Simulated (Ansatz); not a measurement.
`C1C[AsH]1`, relaxed with RKS PBE-D4/def2-SVP in Ansatz from a rough embedded geometry. The force threshold is 0.03 eV/Å; the program also tests the step.

Total charge 0; spin multiplicity 1.

Start:

```xyz
8

C    -0.721    0.293    0.078
C     0.655    0.362   -0.301
As    0.320   -0.811    1.282
H    -1.370   -0.212   -0.641
H    -1.118    1.274    0.569
H     1.185    1.329   -0.063
H     0.905   -0.182   -1.257
H     0.144   -2.053    0.333
```

How much energy does the relaxation release, and in how many steps? (An estimate is asked.)

The calculation gave: 27.85 kJ/mol, in 4 steps.

Which bonds change most? (An estimate is asked.)

Ansatz gave: C1–As3 from 1.937 to 2.017 Å; C1–H5 from 1.166 to 1.103 Å; C1–C2 from 1.429 to 1.486 Å; As3–H8 from 1.573 to 1.544 Å.

Give the relaxed structure. (An estimate is asked.)

Ansatz gave: 
```xyz
8

C    -0.763    0.342    0.051
C     0.674    0.375   -0.325
As    0.348   -0.826    1.262
H    -1.479   -0.181   -0.601
H    -1.188    1.221    0.564
H     1.259    1.278   -0.083
H     0.996   -0.132   -1.247
H     0.153   -2.077    0.379
```
